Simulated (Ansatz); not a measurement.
Geometry optimisation, Ansatz 0.2.0, DFT PBE, scalar-relativistic, plane waves, PAW.

Input file:

```yaml
crystal:
  lattice:
    - [6.32, 0.0, 0.0]
    - [0.0, 6.32, 0.0]
    - [0.0, 0.0, 6.32]
  atoms:
    - { symbol: W, position: [0.4959639, 0.0001486, -0.0083208] }
    - { symbol: W, position: [0.0025276, 0.4972095, -0.0016841] }
    - { symbol: W, position: [-0.0030151, -0.0033057, 0.5047534] }
    - { symbol: Mo, position: [0.2468884, 0.2549464, 0.2503153] }
    - { symbol: W, position: [0.5061225, 0.4901268, 0.0068733] }
    - { symbol: W, position: [0.5057053, -0.0002475, 0.4983982] }
    - { symbol: W, position: [0.7522882, 0.251389, 0.247802] }
    - { symbol: W, position: [-0.0078931, 0.5064218, 0.5040328] }
    - { symbol: W, position: [0.2524374, 0.7555692, 0.2445191] }
    - { symbol: W, position: [0.2491124, 0.2470027, 0.7467426] }
    - { symbol: W, position: [0.4958059, 0.4982585, 0.5034404] }
    - { symbol: W, position: [0.7547983, 0.752651, 0.2519622] }
    - { symbol: W, position: [0.7554041, 0.2467044, 0.7405264] }
    - { symbol: W, position: [0.2473143, 0.7442957, 0.7525322] }
    - { symbol: W, position: [0.7499962, 0.75396, 0.7456744] }
basis:
  ecutwfc: 420.0
kpoints:
  mp_grid: { grid: [3, 3, 3] }
hamiltonian:
  xc: pbe
  pseudopotentials: { kind: paw, azcp: { folder: soft_1 } }
scf:
  occupations: { method: gaussian, width: 0.05 }
  lower_state_search: "off"
relax:
  f_tol: 0.03
  max_steps: 60
  adjacent_minimum: "off"
```

Run as:

```bash
$ ansatz run input.yaml --threads 4 --pin off --max-ram 10240MiB --backend cpu --events-out ev --progress --plain --runs-dir out
```

Where does it end, and by what steps?

The forces met the threshold. Limits of this set-up: coarse k mesh. After 3 steps the energy has fallen by 0.312 eV; W5 moved furthest, 0.09 Å.

```json
{"step": "0", "energy less start (eV)": "0.0000", "largest force component (eV/Å)": "1.207", "accepted": "yes"}
{"step": "1", "energy less start (eV)": "0.7047", "largest force component (eV/Å)": "1.847", "accepted": "no"}
{"step": "2", "energy less start (eV)": "-0.3096", "largest force component (eV/Å)": "0.092", "accepted": "yes"}
{"step": "3", "energy less start (eV)": "-0.3115", "largest force component (eV/Å)": "0.025", "accepted": "yes"}
```

```xyz
15
Lattice="6.3200 0.0000 0.0000 0.0000 6.3200 0.0000 0.0000 0.0000 6.3200" Properties=species:S:1:pos:R:3
W 3.161 -0.001 -0.004
W 0.003 3.157 -0.004
W 0.003 -0.001 3.155
Mo 1.567 1.563 1.560
W 3.160 3.156 -0.005
W 3.160 -0.001 3.153
W 4.757 1.562 1.559
W 0.002 3.156 3.153
W 1.565 4.754 1.559
W 1.566 1.562 4.750
W 3.159 3.156 3.152
W 4.758 4.755 1.559
W 4.758 1.562 4.751
W 1.565 4.755 4.751
W 4.757 4.754 4.751
```

Run time: 30 s on 4 threads of Intel(R) Xeon(R) 6975P-C (Granite Rapids) (shared host), peak memory 1.1 GiB.
